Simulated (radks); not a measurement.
The iodine anion I- inside a hard spherical wall (all orbitals vanish at R), configuration held at [Xe] and not refilled when levels cross. Method: scalar-relativistic Kohn-Sham, r2SCAN, spin-polarised, spherical densities, finite nucleus; meta-GGA in the generalised Kohn-Sham scheme; Fermi nuclear charge, rms radius 4.75 fm; computed with a radial shooting solver on a logarithmic mesh with Libxc functionals. Eigenvalues in eV for spin up, with the zero of energy where the potential of the charges vanishes at infinity; a dash marks a level that is unbound or too diffuse for the functional's potential to be trusted. A positive occupied level is held by the wall or, in an anion where self-interaction has pushed it up, behind a barrier. The pressure on the wall is -dE/dV.

R (bohr)  E (hartree)  kinetic (hartree)    e(4p)    e(4d)    e(5s)   e(5p)  e(6s, empty)  e(5d, empty)  pressure (GPa)
20        -7117.24868           7470.540  -122.81  -43.452  -10.398  -0.286         2.558         3.094        < 0.0001
12        -7117.24852           7470.542  -122.79  -43.430  -10.377  -0.267         4.142         5.782         0.00233
10        -7117.24769           7470.548  -122.71  -43.356  -10.312  -0.208         5.049         7.092          0.0218
8         -7117.24173           7470.588  -122.38  -43.027  -10.034   0.055         6.875         8.878           0.261
5         -7117.04702           7471.603  -118.21  -38.918   -6.865   3.434        19.668        16.370            23.9
4         -7116.48845           7474.050  -112.08  -32.951   -2.164   9.008        37.900        25.535             157
3         -7113.82964           7483.969  -97.049  -18.596   12.122  26.569        91.209        51.559            1460
2.5       -7109.12062           7500.283  -81.339   -3.675   32.071  50.720        158.23        84.414            5670
